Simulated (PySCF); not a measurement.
Molfile (atoms numbered from 1):
```
CH11FO3Si4
     RDKit          3D

 20 19  0  0  0  0  0  0  0  0999 V2000
    3.5599    0.3395   -0.1567 C   0  0  0  0  0  0  0  0  0  0  0  0
    2.2230    0.4163   -0.5523 O   0  0  0  0  0  0  0  0  0  0  0  0
    1.1318   -0.7801   -0.5594 Si  0  0  1  0  0  4  0  0  0  0  0  0
    1.1852   -1.4671    0.9276 O   0  0  0  0  0  0  0  0  0  0  0  0
   -0.7773    0.4143   -0.8732 Si  0  0  2  0  0  4  0  0  0  0  0  0
   -1.1127    0.3153   -2.4665 F   0  0  0  0  0  0  0  0  0  0  0  0
   -1.2450    2.5885   -0.2159 Si  0  0  0  0  0  4  0  0  0  0  0  0
   -1.9804   -0.4944   -0.2378 O   0  0  0  0  0  0  0  0  0  0  0  0
   -2.9917   -1.6981    0.1243 Si  0  0  0  0  0  4  0  0  0  0  0  0
    4.1611   -0.1200   -0.9442 H   0  0  0  0  0  0  0  0  0  0  0  0
    3.6572   -0.2540    0.7528 H   0  0  0  0  0  0  0  0  0  0  0  0
    3.9196    1.3522    0.0275 H   0  0  0  0  0  0  0  0  0  0  0  0
    1.5308   -1.8578   -1.4885 H   0  0  0  0  0  0  0  0  0  0  0  0
    0.5226   -2.0863    1.2155 H   0  0  0  0  0  0  0  0  0  0  0  0
   -1.5641    2.7105    1.2156 H   0  0  0  0  0  0  0  0  0  0  0  0
   -2.3800    3.2078   -0.9181 H   0  0  0  0  0  0  0  0  0  0  0  0
   -0.0960    3.4730   -0.4543 H   0  0  0  0  0  0  0  0  0  0  0  0
   -3.0723   -2.6123   -1.0118 H   0  0  0  0  0  0  0  0  0  0  0  0
   -4.2698   -1.0659    0.4371 H   0  0  0  0  0  0  0  0  0  0  0  0
   -2.4070   -2.3705    1.2911 H   0  0  0  0  0  0  0  0  0  0  0  0
  1  2  1  0
  2  3  1  0
  3  4  1  0
  3  5  1  0
  5  6  1  6
  5  7  1  0
  5  8  1  0
  8  9  1  0
  1 10  1  0
  1 11  1  0
  1 12  1  0
  3 13  1  6
  4 14  1  0
  7 15  1  0
  7 16  1  0
  7 17  1  0
  9 18  1  0
  9 19  1  0
  9 20  1  0
M  END
```

Level of theory: GFN2-xTB structure, shielding tensors at PBE0/pcSseg-1 (GIAO), in PySCF 2.14.0 with density-fitted response routines (no solvent model, one conformer, non-relativistic Hamiltonian, one averaged value for each set of equivalent atoms).

References, each an isolated molecule treated in the same way: ¹³C (186.93 ppm), ¹H (31.72 ppm), ²⁹Si (349.16 ppm) against TMS; ¹⁷O (336.08 ppm) vs H2O; ¹⁹F (170.95 ppm) vs CFCl3.

| atoms | nucleus | count | δ (ppm) |
| --- | --- | --- | --- |
| F6 | ¹⁹F | 1 | ? |
| Si9 | ²⁹Si | 1 | ? |
| O8 | ¹⁷O | 1 | 60.5 |
| H18/H19/H20 | ¹H | 3 | 5.16 |
| H14 | ¹H | 1 | 1.37 |
| O2 | ¹⁷O | 1 | 26.5 |
| Si5 | ²⁹Si | 1 | 17.1 |
| C1 | ¹³C | 1 | 51.8 |
| H15/H16/H17 | ¹H | 3 | ? |
| H13 | ¹H | 1 | 5.55 |
| Si7 | ²⁹Si | 1 | ? |
| O4 | ¹⁷O | 1 | 43.8 |
| H10/H11/H12 | ¹H | 3 | 3.93 |
| Si3 | ²⁹Si | 1 | -24.5 |

Complete the table.

Results:


- H15/H16/H17: 3.43 ppm, hydrogen on a silicon bonded to Si
- Si9: -46.3 ppm, silicon bonded to O, 3 H
- Si7: -118.7 ppm, silicon bonded to Si, 3 H
- F6: -152.2 ppm, fluorine bonded to Si

Exchangeable OH/NH protons stand at their gas-phase positions; hydrogen bonding in a real sample shifts them, mostly to higher δ. Shifts are as computed. Against solution values, carbons near 30 ppm lie about +3 ppm off and those near 130 ppm about +5 ppm. Of 1309 compounds with measured shifts, 239 miss one by over three times the rms of a fit or turn the order of signals round; such compounds aren't used in these exercises. Unscaled 19F shifts against computed CFCl3 carry errors that often reach 10 to 50 ppm. Experimental scales use liquid or dissolved standards, which lie at an offset from isolated H2O (liquid H2O: subtract about 36 ppm).
